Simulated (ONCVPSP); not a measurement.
# u(r) = r·R(r): atom against pseudo-atom (ruthenium)

Columns: radius, all-electron u(r) and pseudo u(r) of the 4s shell (level -77.94 eV) of ruthenium in the configuration [Ar] 3d10 4s2 4p6 4d7 5p1; PBEsol, scalar-relativistic, ONCV scheme, ONCVPSP 4.0.1.

| r (bohr) | all-electron | pseudo |
| --- | --- | --- |
| 0.100 | 0.4076 | 0.0095 |
| 0.200 | -0.2404 | 0.0575 |
| 0.300 | -0.6326 | 0.1682 |
| 0.400 | -0.3945 | 0.3424 |
| 0.500 | 0.1002 | 0.5580 |
| 0.600 | 0.5716 | 0.7781 |
| 0.700 | 0.9068 | 0.9640 |
| 0.800 | 1.0928 | 1.0876 |
| 0.900 | 1.1543 | 1.1368 |
| 1.000 | 1.1285 | 1.1171 |
| 1.100 | 1.0488 | 1.0447 |
| 1.200 | 0.9411 | 0.9404 |
| 1.300 | 0.8234 | 0.8232 |
| 1.400 | 0.7070 | 0.7068 |
| 1.500 | 0.5984 | 0.5982 |
| 1.600 | 0.5009 | 0.5008 |
| 1.700 | 0.4156 | 0.4155 |
| 1.800 | 0.3424 | 0.3424 |
| 1.900 | 0.2805 | 0.2805 |
| 2.000 | 0.2287 | 0.2287 |
| 2.100 | 0.1858 | 0.1857 |
| 2.200 | 0.1504 | 0.1504 |
| 2.300 | 0.1214 | 0.1214 |
| 2.400 | 0.0978 | 0.0978 |
| 2.500 | 0.0786 | 0.0786 |
| 2.600 | 0.0631 | 0.0630 |

(1) How many radial nodes do the two functions have?

(2) At about which radius was the pseudo-wave matched?

(3) Is the pseudo-wave norm-conserving?

Results:

(1) The all-electron 4s function has n − l − 1 = 3 (the table is too coarse to show those close to the nucleus); the pseudo-wave has 0, since the states of the same l below it are removed with the core.

(2) 1.30 bohr, where the columns begin to agree (steps of 0.10 bohr).

(3) Yes: the ONCV scheme keeps the norm inside the radius equal to the all-electron one, which fixes the energy derivative of the logarithmic derivative at the level.
